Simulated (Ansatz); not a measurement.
One change: `C=[C](C)[InH2]` becomes `C=C(C)CN`.

Ansatz, PBE0-D4/def2-TZVP geometries, multiplicity 1. Each molecule was computed in one conformer, which needn't be the lowest.

Elements past krypton have def2 core potentials.

| property | `C=[C](C)[InH2]` |
| --- | --- |
| HOMO–LUMO gap (B3LYP/def2-TZVPP) / eV | 5.18 |
| HOMO–LUMO gap (PBE0/def2-TZVPP) / eV | 5.63 |
| LUMO energy (ωB97M-V/def2-TZVPP) / eV | -0.21 |
| HOMO energy (B3LYP/def2-TZVPP) / eV | -7.16 |
| LUMO energy (B3LYP/def2-TZVPP) / eV | -1.98 |
| size of the dipole moment (PBE/def2-TZVPP) / D | 0.82 |

(1) What does the change do to each property? (Estimate.)

## Answers

(1) Computed: 
| property | `C=C(C)CN` | shift |
| --- | --- | --- |
| HOMO–LUMO gap (B3LYP/def2-TZVPP) / eV | 6.85 | 1.67 |
| HOMO–LUMO gap (PBE0/def2-TZVPP) / eV | 7.35 | 1.72 |
| LUMO energy (ωB97M-V/def2-TZVPP) / eV | 2.25 | 2.46 |
| HOMO energy (B3LYP/def2-TZVPP) / eV | -6.73 | 0.43 |
| LUMO energy (B3LYP/def2-TZVPP) / eV | 0.13 | 2.11 |
| size of the dipole moment (PBE/def2-TZVPP) / D | 1.05 | 0.23 |

With PBE0 the HOMO rises by 0.38 eV and the LUMO rises by 2.10 eV, so the gap widens by about 1.72 eV. PBE moves the HOMO by 0.73 eV and ωB97M-V by 0.12 eV. Dipoles are sizes alone; their direction can turn.

Positive LUMOs are unbound, so they and the gaps depend on the basis.

B3LYP here is the variant with VWN-RPA as its local correlation; programs differ in this.
